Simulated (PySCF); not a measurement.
Pb(I)3, SMILES [I][Pb-]([I])[I] (I3Pb (anion, charge -1)), PBE0/def2-SVP optimised geometry.

```
4

Pb    -1.16    -1.45     0.00
I      1.80    -1.45     0.00
I     -1.80     1.45     0.00
I     -1.77    -2.22    -2.79
```

Density from PBE0/def2-TZVPD, def2 effective core potentials past Kr (PySCF) at that geometry. The core electrons that the potentials of I, Pb replace are not part of the density.

Minimum of the electron density along straight lines between bonded atoms, close to the bond critical point (lines longer than 1.1 times the sum of covalent radii, or with two minima, are not listed):

| bond | length / Å | ρ at the minimum / e bohr⁻³ | ∇²ρ there / e bohr⁻⁵ | position (fraction from the first atom) |
|---|---|---|---|---|
| Pb1–I2 | 2.960 | 0.045 | 0.06 | 0.47 |
| Pb1–I3 | 2.961 | 0.045 | 0.06 | 0.47 |
| Pb1–I4 | 2.959 | 0.045 | 0.06 | 0.47 |
